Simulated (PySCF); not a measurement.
## Worked example: chemical shift, span and skew from a shielding tensor

C3H3BFNO, SMILES N#C[C@@H]1COB1F. Atoms are numbered in the order given.

```xyz
10

N      2.7495    -0.2764    -0.1699
C      1.6610    -0.2419     0.2279
C      0.2909    -0.2049     0.6973
C     -0.6641    -1.3424     0.2314
O     -1.5941    -0.4315    -0.4332
B     -0.8059     0.6267    -0.1264
F     -1.0060     1.8826    -0.4430
H      0.2577    -0.0255     1.7835
H     -0.2254    -2.0437    -0.4918
H     -1.1687    -1.8850     1.0432
```
Charge 0, spin multiplicity 1.

Coordinates come from a B3LYP-D3(BJ)/def2-SVP optimisation. The structure was generated by enumeration; whether it is a known compound was not checked.

GIAO shieldings from PySCF with PBE/pcSseg-1, non-relativistic, no solvent. The symmetric part of the tensor of F7 has the principal values 93.7, 291.9, 309.7 ppm. The same nucleus in CFCl3 has σ = 133.6 ppm at this level (PySCF, at its B3LYP-D3(BJ)/def2-TZVP geometry).

Work out the isotropic shielding, the ¹⁹F shift against CFCl3, the span and the skew.


σ(iso) = (σ11 + σ22 + σ33)/3 = 231.8 ppm. δ = σ(ref) − σ(iso) = 133.6 − (231.8) = -98.2 ppm.
Span Ω = σ33 − σ11 = 216.0 ppm. Skew κ = 3(σ(iso) − σ22)/Ω = -0.84. Tumbling in solution averages the tensor to δ; in a static solid the shielding alone would spread this spin-1/2 line over Ω.
